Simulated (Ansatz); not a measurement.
Ansatz (a first-principles code) input:

Ansatz 0.2 input:
```yaml
crystal:
  periodic: [false, false, false]
  atoms:
    - {symbol: N, position_ang: [-2.06977542, -0.23388660, 0.00984483]}
    - {symbol: Al, position_ang: [-0.33088302, -0.03739010, 0.00157384]}
    - {symbol: Cl, position_ang: [0.50446901, 1.87210676, -0.14774167]}
    - {symbol: Cl, position_ang: [0.91086938, -1.71217218, 0.14100966]}
    - {symbol: H, position_ang: [-2.72876911, 0.52546995, -0.05378815]}
    - {symbol: H, position_ang: [-2.54207641, -1.12108052, 0.07885879]}
basis:
  gaussian:
    orbitals: def2-TZVPD
hamiltonian:
  xc: {name: wB97M-V}
total_charge: 1
magnetization: {spin_polarized: true, initial_magnetization: 1}
```

**Question.** Predict the final energy.

**Answer.** -1218.57196 Eh (wB97M-V/def2-TZVPD). The basis has 190 functions.

This state (charge 1, doublet) is run at the relaxed geometry of the species with charge 0 and multiplicity 1.
